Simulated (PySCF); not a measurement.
An excited-state job on `C[C@@H](OC)C(F)(F)C(F)(F)F`.

Method: TDDFT B3LYP/def2-SVPD, vertical, gas phase, core orbitals frozen in the response (PySCF 2.14.0, density-fitted response routines). Geometry: PBE0-D3(BJ)/def2-SVP. The command runs a driver script over a list of jobs; the input below is this job's line of settings and its coordinates in Å.

Command:
```bash
OMP_NUM_THREADS=2 python probes_run.py task.json out
```

Input:
```
{"job": {"kind": "uv", "xc": "B3LYP", "basis": "def2-SVPD", "ip": false}, "charge": 0, "multiplicity": 1}
C      1.708251    -1.412652    -0.340540
O      0.916594    -0.715883     0.585000
C      0.476054     0.551418     0.213240
C      0.146675     1.326223     1.472498
C     -0.691444     0.483285    -0.784145
F     -0.226334     0.107496    -1.998254
F     -1.234440     1.709677    -0.925262
C     -1.839306    -0.492089    -0.448614
F     -1.430092    -1.750667    -0.528642
F     -2.306260    -0.272506     0.777656
F     -2.835799    -0.322046    -1.308992
H      2.128356    -2.280117     0.186342
H      2.541387    -0.785066    -0.709330
H      1.131211    -1.772568    -1.207849
H      1.261624     1.091494    -0.357326
H     -0.597188     0.789670     2.074873
H      1.064258     1.427108     2.067407
H     -0.235812     2.326222     1.232447
```

Output:
```
coarse grid: 16288 points
cycle   1  E = -768.2799845743  dE =  1.659e+00  |g| = 1.200e+00  |ddm| = 6.309e+00
cycle   2  E = -767.8639717142  dE =  4.160e-01  |g| = 2.012e+00  |ddm| = 4.206e+00
cycle   3  E = -768.5308768674  dE = -6.669e-01  |g| = 9.848e-02  |ddm| = 2.668e+00
cycle   4  E = -768.5321184881  dE = -1.242e-03  |g| = 6.392e-02  |ddm| = 2.318e-01
cycle   5  E = -768.5329650231  dE = -8.465e-04  |g| = 1.404e-02  |ddm| = 1.072e-01
cycle   6  E = -768.5329943897  dE = -2.937e-05  |g| = 4.703e-03  |ddm| = 2.285e-02
cycle   7  E = -768.5329985690  dE = -4.179e-06  |g| = 7.740e-04  |ddm| = 7.000e-03
final grid: 162872 points
cycle   8  E = -768.6452316228  dE = -6.927e-05  |g| = 7.493e-03  |ddm| = 1.606e-01
cycle   9  E = -768.6452207624  dE =  1.086e-05  |g| = 1.099e-02  |ddm| = 2.332e-02
cycle  10  E = -768.6452421365  dE = -2.137e-05  |g| = 8.199e-04  |ddm| = 1.336e-02
cycle  11  E = -768.6452422716  dE = -1.351e-07  |g| = 1.989e-04  |ddm| = 1.505e-03
cycle  12  E = -768.6452422799  dE = -8.306e-09  |g| = 6.154e-05  |ddm| = 3.692e-04
cycle  13  E = -768.6452422805  dE = -5.723e-10  |g| = 2.285e-05  |ddm| = 9.761e-05
converged SCF energy = -768.6452422805

Static polarisability (au): isotropic 70.504, principal 64.586 70.975 75.950

Singlet excitations
state   eV       nm        f      main configurations
  1   7.2947    170.0   0.01755   H->L 0.95
  2   7.7191    160.6   0.00784   H->L+1 0.94
  3   7.9089    156.8   0.00364   H->L+2 0.75, H->L+4 0.10, H->L+3 0.09
  4   8.1829    151.5   0.02726   H->L+3 0.77, H->L+2 0.14
  5   8.3316    148.8   0.00305   H->L+4 0.83, H->L+3 0.09
  6   8.7661    141.4   0.02246   H->L+5 0.65, H->L+6 0.26
  7   8.7789    141.2   0.01893   H-1->L 0.87
  8   8.9264    138.9   0.00154   H->L+6 0.69, H->L+5 0.23
  9   9.1784    135.1   0.03425   H-1->L+1 0.92
 10   9.2768    133.6   0.01371   H->L+7 0.89

Triplet excitations (Tamm-Dancoff, eV): 7.1424 7.5582 7.6542 8.0587
```

The SCF starts on a coarse grid where the log names one; the energy can jump when the final grid takes over, and dE then counts from the start density on the new grid. H and L stand for HOMO and LUMO; the number after each pair is its weight.

Problem. Give the mean polarisability as a volume in Å³, and the ratio of the largest to the smallest principal value.

Solution. 70.504 au × 0.148185 = 10.45 Å³; 75.950/64.586 = 1.18.

Summary of the converged run: HOMO -7.92 eV, LUMO 0.34 eV; lowest singlet 7.29 eV; lowest triplet 7.14 eV (Tamm–Dancoff); mean polarisability 70.5 au.

On 2 threads of an Intel Xeon Platinum 8488C, no GPU, shared host with 96 logical CPUs at a one-minute load of 21, this took 50 s wall, 1.8 min CPU and 1.7 GiB of memory at its peak.

One conformer stands for the species.
Labels such as C1 count atoms from 1, the log's own numbers from 0.
